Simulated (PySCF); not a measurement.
Calculated NMR data

Computational details: coordinates at the GFN2-xTB level, shielding tensors at PBE0/pcSseg-1 (GIAO), in PySCF 2.14 (no solvent, a single conformation, non-relativistic Hamiltonian, one averaged value for each set of equivalent atoms).

Referencing at the same level of theory: TMS for $^{1}$H (31.72 ppm), $^{13}$C (186.93 ppm). Splittings of carbon signals by F and P are missing where no couplings were computed. Where no couplings were computed, multiplicities follow the n + 1 count of equivalent neighbours, and m marks all less simple cases (inequivalent or close neighbours, rings, F or P nearby). Shifts are as computed. Against solution values, carbons near 30 ppm lie about +3 ppm off and those near 130 ppm about +5 ppm. Of 1211 compounds with measured shifts, 218 miss one by over three times the rms of a fit or turn the order of signals round; such compounds aren't used in these exercises.

**1.** SMILES [SiH2]1[Si](C#N)(C=O)[SiH2]C1, C₃H₇NOSi₃. $^{1}$H NMR (400 MHz, computed): δ 12.36 (s, 1H), 4.88 (m, 2H), 4.84 (m, 2H), 0.94 (m, 1H), 0.83 (m, 1H). $^{13}$C{$^{1}$H} NMR (computed): δ 245.5, 123.2, -7.8.

**2.** `C#C[Si@@H]1C=CC=C1F`, C₆H₅FSi. $^{1}$H NMR (400 MHz, computed): δ 7.06 (m, 1H), 6.40 (m, 1H), 5.53 (m, 1H), 4.87 (m, 1H), 1.97 (d, 1H). $^{13}$C{$^{1}$H} NMR (computed): δ 187.8, 155.3, 130.6, 122.1, 105.5, 82.1.
